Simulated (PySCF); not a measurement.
**Orbital picture of CeS**

r²SCAN at R = 2.324 Å; PySCF, spin-free X2C with a Gaussian nucleus, basis sets Ce x2c-SVPall, S x2c-SVPall. State: triplet, about 1.3 electrons in the 4f shell (Mulliken), real f orbitals that mix terms. Only the outer orbitals are listed, counted within each symmetry.

```tsv
spin	orbital	occ.	ε (eV)	on Ce (%)	main shells (%)
α	15σ	1	-14.90	13	87 S s
α	8π	1	-5.76	28	72 S p, 22 Ce d
α	8π	1	-5.76	28	72 S p, 22 Ce d
α	16σ	1	-5.72	33	65 S p, 19 Ce d
α	3δ	1	-4.59	100	98 Ce f
α	17σ	1	-3.71	99	72 Ce s, 19 Ce d
α	1φ	0	-3.60	100	98 Ce f
α	1φ	0	-3.60	100	98 Ce f
α	18σ	0	-3.42	98	86 Ce f
β	15σ	1	-14.93	14	86 S s
β	8π	1	-5.76	24	76 S p, 18 Ce d
β	8π	1	-5.76	24	76 S p, 18 Ce d
β	16σ	1	-5.67	31	67 S p, 21 Ce d
β	1φ	0	-2.71	100	100 Ce f
β	1φ	0	-2.71	100	100 Ce f
β	3δ	0	-2.52	100	98 Ce f
```

Problem. Which are the highest filled and the lowest empty level, where do they sit, and how wide is the gap?

Solution. Highest filled α 17σ at -3.71 eV (in %: 72 Ce s, 19 Ce d); lowest empty α 1φ at -3.60 eV (in %: 98 Ce f); the gap at r²SCAN is 0.11 eV.

The bond order (Mayer) is 2.54. The ⟨S²⟩ is 2.015 and the charge on Ce (Mulliken, basis-dependent) is 0.23. The charge on Ce (Löwdin, basis-dependent) is -0.20 and the dipole moment (positive dipole means Ce(−)S(+)) is -5.49 D.

Spin–orbit coupling is left out. The state is the lowest single determinant that the PBE0 search found; with open d or f shells the true ground state can be another one.
